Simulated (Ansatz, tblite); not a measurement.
Cost and result up the ladder for (KNH2)2 ring (K2N2H4) (8 atoms). Total charge 0; singlet. Geometry: r2SCAN-D4/def2-SVP.

```xyz
8

K    -0.602    1.409   -0.928
N    -1.769   -0.812   -0.085
K     0.599   -1.403    0.940
N     1.769    0.812    0.086
H    -2.571   -0.728    0.557
H    -2.165   -1.450   -0.791
H     2.175    1.451    0.786
H     2.564    0.721   -0.564
```

Ansatz on 4 threads of Intel Xeon on a shared host; xTB runs through tblite on one thread. Times are rough, summed over both states, and most runs start from the orbitals of an earlier one. PBE0-D4/def2-TZVP serves as the yardstick here, not as an exact answer. The other state is a triplet.

The xTB rows come from tblite.

xTB has no spin-polarisation term.

```tsv
level	functions	vertical triplet (eV)	difference from PBE0-D4/def2-TZVP (eV)
GFN1-xTB	24	2.45	-0.24
GFN2-xTB	20	1.59	-1.10
PBE-D4/def2-TZVP (with forces)	152	2.28	-0.42
PBE0-D4/def2-TZVP	152	2.69	0.00
r2SCAN-D4/def2-TZVP	152	2.47	-0.22
```

**Question.** Estimate how long each takes.

**Answer.** GFN2-xTB 0.016 s; GFN1-xTB 0.022 s; PBE-D4/def2-TZVP (with forces) 9.4 s; PBE0-D4/def2-TZVP 14 s; r2SCAN-D4/def2-TZVP 16 s. On shared hardware such times vary by a factor of up to 3.
